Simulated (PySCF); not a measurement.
Cl₃MoO, charge +1, multiplicity 1. Atoms are numbered in the order given.

```xyz
5

Mo     0.0000     0.0000    -0.2029
O      0.0000     0.0000    -1.8293
Cl     1.7990     1.0386     0.4540
Cl    -1.7990     1.0386     0.4540
Cl     0.0000    -2.0773     0.4540
```
Charge +1, spin multiplicity 1.

The structure is a stationary point at PBE0-D3(BJ)/def2-SVP. The spin state was assumed, not searched. The isomer is the one that the SMILES or the coordinates give; other isomers of the formula were not compared. The def2 effective core potentials stand for the cores of Mo; spin–orbit coupling is left out.

Calculation: PySCF with B3LYP/def2-TZVP.

Symmetry labels are those of the subgroup Cs that the program uses (full group C3v).

Computed valence orbital energies around the gap with their symmetry:
| orbital | symmetry | energy (eV) |
|---|---|---|
| HOMO−7 | A' | -17.64 |
| HOMO−6 | A' | -17.23 |
| HOMO−5 | A' | -16.11 |
| HOMO−4 | A" | -16.11 |
| HOMO−3 | A' | -15.70 |
| HOMO−2 | A" | -15.27 |
| HOMO−1 | A' | -15.27 |
| HOMO | A" | -15.19 |
| LUMO | A' | -10.26 |
| LUMO+1 | A" | -10.26 |
| LUMO+2 | A" | -8.59 |
| LUMO+3 | A' | -8.59 |
